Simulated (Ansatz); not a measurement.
`[F][InH][I]` and `[F][GaH][I]` differ in one element.

Ansatz, PBE0-D4/def2-TZVP geometries, multiplicity 1. 

Elements past krypton have def2 core potentials. Scalar relativity is left out up to krypton.

| property | `[F][InH][I]` |
| --- | --- |
| size of the dipole moment (ωB97M-V/def2-TZVPP) / D | 2.61 |
| HOMO energy (PBE/def2-TZVPP) / eV | -6.78 |
| LUMO energy (PBE/def2-TZVPP) / eV | -2.79 |
| HOMO energy (B3LYP/def2-TZVPP) / eV | -7.68 |
| HOMO–LUMO gap (B3LYP/def2-TZVPP) / eV | 5.41 |
| LUMO energy (PBE0/def2-TZVPP) / eV | -1.95 |

(1) Give the same properties after the change, and the shifts. (Estimate.)

Results:

(1) Ansatz gave: 
```csv
property,`[F][GaH][I]`,shift
size of the dipole moment (ωB97M-V/def2-TZVPP) / D,1.89,-0.72
HOMO energy (PBE/def2-TZVPP) / eV,-6.88,-0.10
LUMO energy (PBE/def2-TZVPP) / eV,-2.47,0.32
HOMO energy (B3LYP/def2-TZVPP) / eV,-7.78,-0.10
HOMO–LUMO gap (B3LYP/def2-TZVPP) / eV,5.80,0.39
LUMO energy (PBE0/def2-TZVPP) / eV,-1.72,0.23
```

With PBE0 the HOMO falls by 0.11 eV and the LUMO rises by 0.23 eV, so the gap widens by about 0.34 eV. PBE moves the HOMO by -0.10 eV and ωB97M-V by -0.11 eV. Dipoles are sizes alone; their direction can turn.

B3LYP here is the variant with VWN-RPA as its local correlation; programs differ in this.

Spin–orbit coupling is left out; it splits and shifts lone-pair levels of the heavy atoms by tenths of an eV.
